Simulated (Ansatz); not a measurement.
Species: YH, charge 0, multiplicity 1. 
Structure (B3LYP-D3(BJ)/def2-TZVP (Ansatz, a program for electronic structure) minimum search):
```xyz
2

Y      0.0000     0.0000    -0.0480
H      0.0000     0.0000     1.8702
```

Computed values are from Ansatz. Cores are frozen in the correlated levels unless marked. Open shells are spin-unrestricted. Spin-orbit coupling is left out. The frozen core is the preceding noble-gas configuration, with the filled d and f shells of earlier blocks. In def2 rows, elements after Kr have scalar-relativistic effective core potentials. CBS(X,Y): correlation extrapolated as X^-3; Hartree-Fock from the larger set.

| Item | Result |
|---|---|
| vertical ionisation energy (to the doublet) | 6.25 eV at CCSD(T)/CBS(def2-TZVPPD,def2-QZVPPD) |
| total energy | -38.4760 Eh at CCSD(T)/CBS(def2-TZVPPD,def2-QZVPPD) |
| dipole moment | 1.34 D at CCSD(T)/def2-SVPD |
| T1 diagnostic | 0.018 at CCSD/def2-QZVPPD |

The Hartree-Fock reference is unstable (checked in the largest basis), which strains HF and MP2.
